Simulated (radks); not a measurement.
Values are calculated unless marked as measured or tabulated.
All-electron atom: the cerium ion Ce10+ in [Kr] 4d10 5s2 (the NIST ground configuration). Level of theory: Dirac Kohn-Sham, LDA (Slater exchange, Perdew-Wang correlation), spin-unpolarised, spherical densities, finite nucleus; Fermi nuclear charge, rms radius 4.8771 fm (a radial shooting solver on a logarithmic mesh with Libxc functionals).

Spin-orbit splittings of the eigenvalues, e(l+1/2) - e(l-1/2), with zeta = 2 splitting/(2l+1) and mean radii in bohr:

shell  occ.  splitting (eV)  zeta (eV)  <r> j=l-1/2  <r> j=l+1/2
2p        6           446.1      297.4      0.08798      0.09418
3p        6           87.69      58.46       0.2682       0.2804
3d       10           18.85      7.542       0.2513       0.2551
4p        6           19.46      12.97       0.6490       0.6751
4d       10               ?          ?       0.7189       0.7275

Estimate the 4d splitting.

Answer. 3.510 eV (zeta = 1.404 eV).
